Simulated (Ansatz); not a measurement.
Frontier orbitals of CH6B2O (`CBBO`).

Cartesian coordinates in Å:
```
C -0.319 -0.385 1.405
B -0.608 0.239 0.005
B 0.247 -0.117 -1.398
O 1.362 0.488 -1.887
H -1.219 -0.595 1.989
H 0.342 -1.253 1.421
H 0.195 0.418 1.960
H -1.529 1.016 -0.057
H -0.155 -1.025 -2.090
H 1.683 1.213 -1.346
```

Total charge 0; spin multiplicity 1. The structure was optimised at the PBE0-D4/def2-TZVP level. It is one conformer, not always the lowest. Basis def2-TZVPP, Ansatz.

```
             functional  HOMO (eV)  LUMO (eV)  gap (eV)
                    PBE      -6.09      -2.38      3.71
                   PBE0      -7.46      -1.40      6.06
                r2SCANh      -6.85      -1.66      5.19
HSE06 (plane-wave form)      -7.05      -1.79      5.26
                ωB97M-V      -9.74       0.48     10.22
```

From PBE to PBE0 the HOMO moves by −1.36 eV and the LUMO by +0.98 eV, and with ωB97M-V by −3.64 and +2.86 eV, so the gap grows from 3.71 to 10.22 eV with exact exchange. A positive LUMO is unbound and depends on the basis.
